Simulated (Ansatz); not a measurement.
`O=[C]([SiH3])[SnH3]` + `[NH2][Al]([NH2])[F]` → `[NH2][Al]([F])[NH][SiH3]` + `O=[CH][SnH3]`  (ligand exchange at the Si–C bond)

Isolated molecules relaxed with PBE0-D4/def2-TZVP in Ansatz; ΔE leaves out vibrations. CCSD(T)/CBS adds triple-zeta CCSD(T) − MP2 to the extrapolated MP2 energy (def2 sets, frozen cores). This one scheme is used for every species. DFT in def2-TZVPP. Elements past krypton have def2 core potentials. For Sn outer-core shells are correlated without core-valence functions, which leaves a few kJ/mol of doubt a bond. Each species was taken in one conformer, which may not be the lowest.

| level | ΔE (kJ/mol) |
| --- | --- |
| PBE | -55.7 |
| r2SCAN | -65.5 |
| CCSD(T)/def2-TZVPP | -72.5 |
| HF/CBS(def2) | -87.9 |

Problem. What does CCSD(T)/CBS give? (Estimate.)

Solution. Computed: -69.7 kJ/mol. The listed levels differ from it by 14.0, 4.2, -2.8, -18.2 kJ/mol.

Largest T1 diagnostic among the species: 0.016.

In def2-TZVPP, CCSD(T) changes the Hartree–Fock value by +15.1 kJ/mol (the triples alone add +3.1 kJ/mol) and MP2 by +12.7 kJ/mol. From PBE to PBE0 (25 % exact exchange), in def2-TZVPP and without D4, ΔE moves by −9.2 kJ/mol.
